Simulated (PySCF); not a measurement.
**Mayer bond orders and bond lengths**

C₅H₉NOSi.
Atom-mapped SMILES: `[CH2:1]=[CH:2][CH2:3][C@@H:4]([C:5]#[N:6])[O:7][SiH3:8]` (hydrogens: H9, H10 on C1; H11 on C2; H12, H13 on C3; H14 on C4; H15, H16, H17 on Si8)

Cartesian coordinates in Å at the GFN2-xTB level; atoms count from 1:
```xyz
17
C5H9NOSi angstrom
C     -2.7867    0.3238   -0.7376
C     -1.5985   -0.2482   -0.7677
C     -0.9220   -0.8364    0.4295
C      0.3754   -0.0609    0.7421
C      0.8933   -0.4841    2.0323
N      1.3089   -0.8296    3.0391
O      1.3178   -0.2931   -0.2627
Si     2.5489    0.6456   -0.7575
H     -3.2384    0.7456   -1.6186
H     -3.3649    0.3856    0.1703
H     -1.0283   -0.2997   -1.6852
H     -0.6472   -1.8752    0.2306
H     -1.5790   -0.8008    1.3008
H      0.1447    1.0147    0.8160
H      3.5482    0.8261    0.2956
H      2.0359    1.9658   -1.1398
H      2.9848   -0.1672   -1.8786
```

Bond orders from the PBE0/pcSseg-1 density (PySCF). One conformer (not necessarily the lowest) at the GFN2-xTB geometry, without solvent, vibrations or thermal averaging.

Q: How far do the computed orders between heavy atoms stray from the drawn ones?

A: The largest departure is 0.123, at C4–O7 (drawn single, 0.877). Drawn single, order below 0.88: C4–O7 (0.877).

Q: Give the Mayer order of every bond, beside its length.

A: 
```json
{"bond": "C1–C2", "drawn as": "double", "length (Å)": "1.319", "Mayer order": "1.982"}
{"bond": "C2–C3", "drawn as": "single", "length (Å)": "1.496", "Mayer order": "1.053"}
{"bond": "C3–C4", "drawn as": "single", "length (Å)": "1.543", "Mayer order": "0.985"}
{"bond": "C4–C5", "drawn as": "single", "length (Å)": "1.453", "Mayer order": "0.966"}
{"bond": "C5–N6", "drawn as": "triple", "length (Å)": "1.143", "Mayer order": "3.062"}
{"bond": "C4–O7", "drawn as": "single", "length (Å)": "1.397", "Mayer order": "0.877"}
{"bond": "O7–Si8", "drawn as": "single", "length (Å)": "1.625", "Mayer order": "0.921"}
{"bond": "C1–H9", "drawn as": "single", "length (Å)": "1.076", "Mayer order": "0.953"}
{"bond": "C1–H10", "drawn as": "single", "length (Å)": "1.078", "Mayer order": "0.955"}
{"bond": "C2–H11", "drawn as": "single", "length (Å)": "1.081", "Mayer order": "0.952"}
{"bond": "C3–H12", "drawn as": "single", "length (Å)": "1.093", "Mayer order": "0.926"}
{"bond": "C3–H13", "drawn as": "single", "length (Å)": "1.092", "Mayer order": "0.942"}
{"bond": "C4–H14", "drawn as": "single", "length (Å)": "1.103", "Mayer order": "0.917"}
{"bond": "Si8–H15", "drawn as": "single", "length (Å)": "1.463", "Mayer order": "0.922"}
{"bond": "Si8–H16", "drawn as": "single", "length (Å)": "1.467", "Mayer order": "0.920"}
{"bond": "Si8–H17", "drawn as": "single", "length (Å)": "1.452", "Mayer order": "0.947"}
```

By pair of heavy elements: C–C: lowest C4–C5 (0.966, 1.453 Å), highest C1–C2 (1.982, 1.319 Å); in 1 of the 6 pairs the longer bond (by over 0.003 Å) has the higher order (by 0.02 or more).

Q: Sum the orders of all bonds at each heavy atom with more than one neighbour and set the sums beside the valence in the SMILES.

A: C1 3.890 (drawn 4), C2 3.987 (drawn 4), C3 3.906 (drawn 4), C4 3.745 (drawn 4), C5 4.028 (drawn 4), O7 1.798 (drawn 2), Si8 3.710 (drawn 4). Orders between atoms that aren't bonded are not in these sums.

Mayer orders depend on the basis set.
